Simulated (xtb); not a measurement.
C6H12BO2 (SMILES [CH2]C1(C)OBOC1(C)C), doublet, at a GFN2-xTB geometry; GFN-FF run with xtb 6.7.1.

Here is a job for xtb.
```
$ xtb mol.xyz --gfnff --uhf 1 --json

# file mol.xyz
21

C      1.44959450     0.82454073     1.18004454
C      0.84039742     0.07257958     0.07722449
C      1.57084360     0.38069637    -1.24260035
O      0.94803419    -1.33243616     0.30646091
B     -0.24183883    -1.92340542     0.05234856
O     -1.22885497    -1.04066680    -0.23569217
C     -0.74473802     0.28150521    -0.04420660
C     -1.19824721     1.16724967    -1.19847253
C     -1.32339271     0.80991603     1.27273755
H      1.75594365     1.84015427     1.03007634
H      1.64050784     0.34547067     2.11816018
H      1.51484983     1.43821463    -1.47961783
H      1.14386995    -0.20613017    -2.05177633
H      2.61403005     0.09576786    -1.12779262
H     -0.40040421    -3.07405300     0.07233844
H     -2.28347910     1.23772149    -1.17498475
H     -0.77957176     2.16445196    -1.09655207
H     -0.91012165     0.74628590    -2.15655958
H     -1.02107162     0.16771672     2.09614680
H     -0.97596726     1.82207993     1.46095844
H     -2.40957049     0.80524515     1.21334732
```

Output, abridged:

```
   ID    Z sym.   atoms
    1    6 C      1-3, 7-9
    2    8 O      4, 6
    3    5 B      5
    4    1 H      10-21

           -------------------------------------------------
          |                Calculation Setup                |
           -------------------------------------------------

          ==================== Thresholds ====================
          CN  :   150.00000
          rep :   500.00000
          disp:  2500.00000
          HB1 :   250.00000
          HB2 :   450.00000

          Pauling EN used:
          Z : 1  EN :  2.20
          Z : 5  EN :  2.04
          Z : 6  EN :  2.55
          Z : 8  EN :  3.44
          electric field strengths (au): 0.000

           -------------------------------------------------
          |           Force Field Initialization            |
           -------------------------------------------------

          distances ...
          ----------------------------------------
          generating topology and atomic info file ...
          pair mat ...
          computing topology distances matrix with Floyd-Warshall algo ...
          making topology EEQ charges ...
          #fragments for EEQ constrain: 1
          ----------------------------------------
          generating topology and atomic info file ...
          pair mat ...
          computing topology distances matrix with Floyd-Warshall algo ...
          making topology EEQ charges ...
          #fragments for EEQ constrain: 1
          rings ...
          # BATM   230
          # H in HB   3
          doing iterative Hueckel for 2 subsystem(s) ...

  atom   neighbors  erfCN metchar sp-hybrid imet pi  qest     coordinates
    1  C       3    2.79   0.00         2    0    0  -0.055    2.739337    1.558156    2.229961
    2  C       4    3.54   0.00         3    0    0   0.097    1.588121    0.137156    0.145933
    3  C       4    3.49   0.00         3    0    0  -0.059    2.968464    0.719412   -2.348174
    4  O       2    1.92   0.00         3    0    1  -0.371    1.791525   -2.517939    0.579127
    5  B       3    2.94   0.09         2    0    1   0.256   -0.457009   -3.634709    0.098924
    6  O       2    1.92   0.00         3    0    1  -0.372   -2.322199   -1.966575   -0.445394
    7  C       4    3.54   0.00         3    0    0   0.094   -1.407351    0.531968   -0.083538
    8  C       4    3.49   0.00         3    0    0  -0.059   -2.264359    2.205782   -2.264785
    9  C       4    3.49   0.00         3    0    0  -0.059   -2.500850    1.530519    2.405125
   10  H       1    0.98   0.00         0    0    0   0.051    3.318253    3.477388    1.946562
   11  H       1    0.98   0.00         0    0    0   0.051    3.100111    0.652845    4.002743
   12  H       1    0.97   0.00         0    0    0   0.046    2.862651    2.717832   -2.796072
   13  H       1    0.97   0.00         0    0    0   0.046    2.161601   -0.389530   -3.877295
   14  H       1    0.97   0.00         0    0    0   0.046    4.939801    0.180975   -2.131219
   15  H       1    0.96   0.01         0    0    0   0.017   -0.756654   -5.809118    0.136700
   16  H       1    0.97   0.00         0    0    0   0.046   -4.315150    2.338955   -2.220399
   17  H       1    0.97   0.00         0    0    0   0.046   -1.473177    4.090221   -2.072183
   18  H       1    0.97   0.00         0    0    0   0.046   -1.719881    1.410276   -4.075307
   19  H       1    0.97   0.00         0    0    0   0.046   -1.929546    0.316939    3.961143
   20  H       1    0.97   0.00         0    0    0   0.046   -1.844311    3.443232    2.760811
   21  H       1    0.97   0.00         0    0    0   0.046   -4.553428    1.521693    2.292894

          #atoms :   21
          #bonds :   21
          #angl  :   38
          #tors  :   53
          #nmol  :   1
          #optfrag :   1
           -------------------------------------------------
          |                   G F N - F F                   |
          |          A general generic force-field          |
          |                  Version 1.0.3                  |
           -------------------------------------------------
          Number of HB bonds (bound hydrogen)     30
          Number of HB bonds (unbound hydrogen)   24
          Number of XB bonds                      0

         :::::::::::::::::::::::::::::::::::::::::::::::::::::
         ::                     SUMMARY                     ::
         :::::::::::::::::::::::::::::::::::::::::::::::::::::
         :: total energy              -3.124229959779 Eh    ::
         :: gradient norm              0.051367132524 Eh/a0 ::
         ::.................................................::
         :: bond energy               -3.213432453142 Eh    ::
         :: angle energy               0.004962106324 Eh    ::
         :: torsion energy             0.006855232198 Eh    ::
         :: repulsion energy           0.194782638105 Eh    ::
         :: electrostat energy        -0.101789825246 Eh    ::
         :: dispersion energy         -0.013950207127 Eh    ::
         :: HB energy                 -0.000000000034 Eh    ::
         :: XB energy                  0.000000000000 Eh    ::
         :: bonded atm energy         -0.001657450857 Eh    ::
         :: external energy            0.000000000000 Eh    ::
         :: add. restraining           0.000000000000 Eh    ::
         :: total charge              -0.000000000000 e     ::
         :::::::::::::::::::::::::::::::::::::::::::::::::::::

           -------------------------------------------------
          |                Property Printout                |
           -------------------------------------------------

molecular dipole:
                 x           y           z       tot (Debye)
 q only:        0.070       0.997      -0.045       2.542

           -------------------------------------------------
          | TOTAL ENERGY               -3.124229959779 Eh   |
          | GRADIENT NORM               0.051367132524 Eh/α |
           -------------------------------------------------
########################################################################
[WARNING] Runtime exception occurred
-1- gfnff_setup: Could not read topology file.
########################################################################

normal termination of xtb
```
